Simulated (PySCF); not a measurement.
SMILES [SiH3]O[SiH2]O[SiH3], GFN2-xTB optimised geometry.

```
13

Si     1.51     1.64     0.32
O      1.73     0.04     0.13
Si     1.16    -1.46     0.00
O     -0.46    -1.46     0.00
Si    -1.88    -0.68     0.00
H      2.84     2.19     0.08
H      1.06     1.87     1.69
H      0.52     2.11    -0.64
H      1.57    -2.19     1.19
H      1.59    -1.96    -1.29
H     -2.04    -0.02    -1.29
H     -1.89     0.29     1.09
H     -2.84    -1.76     0.20
```

Density from CAM-B3LYP/def2-TZVP (PySCF 2.14.0) at that geometry.

Minimum of the electron density along straight lines between bonded atoms, close to the bond critical point (lines longer than 1.1 times the sum of covalent radii, or with two minima, are not listed):

| bond | length / Å | ρ at the minimum / e bohr⁻³ | ∇²ρ there / e bohr⁻⁵ | position (fraction from the first atom) |
|---|---|---|---|---|
| Si1–O2 | 1.620 | 0.140 | 0.93 | 0.42 |
| O2–Si3 | 1.616 | 0.142 | 0.94 | 0.59 |
| Si3–O4 | 1.616 | 0.142 | 0.94 | 0.42 |
| O4–Si5 | 1.620 | 0.140 | 0.93 | 0.59 |
| Si1–H6 | 1.461 | 0.129 | 0.17 | 0.49 |
| Si1–H7 | 1.464 | 0.128 | 0.17 | 0.49 |
| Si1–H8 | 1.464 | 0.128 | 0.17 | 0.49 |
| Si3–H9 | 1.454 | 0.132 | 0.16 | 0.49 |
| Si3–H10 | 1.454 | 0.132 | 0.16 | 0.49 |
| Si5–H11 | 1.463 | 0.128 | 0.17 | 0.49 |
| Si5–H12 | 1.463 | 0.128 | 0.17 | 0.49 |
| Si5–H13 | 1.460 | 0.129 | 0.16 | 0.49 |
